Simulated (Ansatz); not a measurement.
Breaking the Sn1–H2 bond in FHSn (SMILES [F][SnH]) (multiplicity 1 held, fragments rigid). Energies count from the point at 1.793 Å.
Geometry at that point (charge 0, multiplicity 1):
```csv
atom,x (Å),y (Å),z (Å)
Sn,-0.0910,-0.1737,0.2189
H,-1.0351,-1.0891,-1.0004
F,0.6204,1.0860,-1.1050
```

Signs of static correlation in def2-TZVPP, with CASSCF(2,2), from Ansatz (a first-principles code) runs.

```csv
R (Å),T1 of restricted CCSD,⟨S²⟩ of UHF,largest double amplitude of restricted CCSD,weight of the CASSCF reference in MRCISD,CASSCF natural occupations
1.435,0.016,0.086,0.083,0.924,1.98 0.02
1.614,0.016,0.000,0.076,0.923,1.98 0.02
1.793,0.017,0.000,0.067,0.923,1.97 0.03
1.973,0.017,0.000,0.058,0.923,1.96 0.04
2.152,0.018,0.000,0.080,0.923,1.94 0.06
2.421,0.021,0.233,[?],0.923,1.89 0.11
2.690,0.027,[?],0.197,0.924,1.83 0.17
3.138,0.045,0.879,0.341,0.924,1.67 0.33
3.587,0.071,0.969,0.514,0.924,1.46 0.54
4.125,0.102,1.003,0.736,0.925,1.26 0.74
4.842,0.126,1.014,0.954,0.925,1.11 0.89
5.739,0.134,1.016,1.070,0.925,1.04 0.96
```

Q: What belongs in the gaps?

A: 
- 2.421, largest double amplitude of restricted CCSD: 0.097
- 2.690, ⟨S²⟩ of UHF: 0.613

Doubts at one or more of the structures used: a restricted determinant that unrestricted orbitals would lower (R-CCSD(T)/def2-TZVPP); other coupled-cluster roots lie near (R-CCSD(T)/def2-TZVPP); T1 above 0.05 (R-CCSD(T)/def2-TZVPP, U-CCSD(T)/def2-TZVPP); a spin-contaminated determinant (U-CCSD(T)/def2-TZVPP).
